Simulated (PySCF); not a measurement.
# Exercise with solution: entropy of an ideal gas

Al(F)(NHMe)(OH) (CH5AlFNO), SMILES [OH][Al]([NH]C)[F].

The structure is a stationary point at r2SCAN-D4/def2-SVP. The structure was generated by enumeration; whether it is a known compound was not checked. The values are those of a single conformer.

PySCF with r2SCAN-D4/def2-SVP gives the harmonic wavenumbers 112, 114, 161, 224, 277, 294, 323, 518, 537, 655, 877, 946, 1077, 1138, 1157, 1385, 1447, 1469, 1498, 2981, 3043, 3117, 3593, 3961 cm⁻¹ and the rotational temperatures 0.2954, 0.1273, 0.0900 K. The molar mass is 93.04 g/mol, the symmetry number 1, the spin multiplicity 1.

Q: Work out the entropy at 298.15 K and 1 atm in the rigid-rotor, harmonic-oscillator model.

A: 
Translation (Sackur–Tetrode at 1 atm): S = R[1.5 ln M + 2.5 ln T − 1.16487] = 165.3 J/(mol K).
Rotation: q = (√π/σ) T^1.5/√(θA θB θC) = 157000, S = R[ln q + 3/2] = 111.9 J/(mol K).
Vibration: with u = 1.4388 ν/T, each mode gives R[u/(e^u − 1) − ln(1 − e^−u)]:
| ν (cm⁻¹) | modes | u | S (J/(mol K)) |
|---|---|---|---|
| 112 | 1 | 0.54 | 13.53 |
| 114 | 1 | 0.55 | 13.39 |
| 161 | 1 | 0.78 | 10.62 |
| 224 | 1 | 1.08 | 8.06 |
| 277 | 1 | 1.34 | 6.49 |
| 294 | 1 | 1.42 | 6.07 |
| 323 | 1 | 1.56 | 5.42 |
| 518 | 1 | 2.50 | 2.57 |
| 537 | 1 | 2.59 | 2.39 |
| 655 | 1 | 3.16 | 1.52 |
| 877 | 1 | 4.23 | 0.64 |
| 946 | 1 | 4.57 | 0.49 |
| 1077 | 1 | 5.20 | 0.29 |
| 1138 | 1 | 5.49 | 0.22 |
| 1157 | 1 | 5.58 | 0.21 |
| 1385 | 1 | 6.68 | 0.08 |
| 1447 | 1 | 6.98 | 0.06 |
| 1469 | 1 | 7.09 | 0.06 |
| 1498 | 1 | 7.23 | 0.05 |
The stiffer modes add less than 0.005 each. Sum 72.2 J/(mol K).
Spin: R ln 1 = 0.0 J/(mol K).
Total 349.4 J/(mol K); the program's own thermochemistry gives 349.4. Translation makes up 47 % and vibration 21 %. Anharmonicity, hindered rotation and orbital degeneracy are left out.
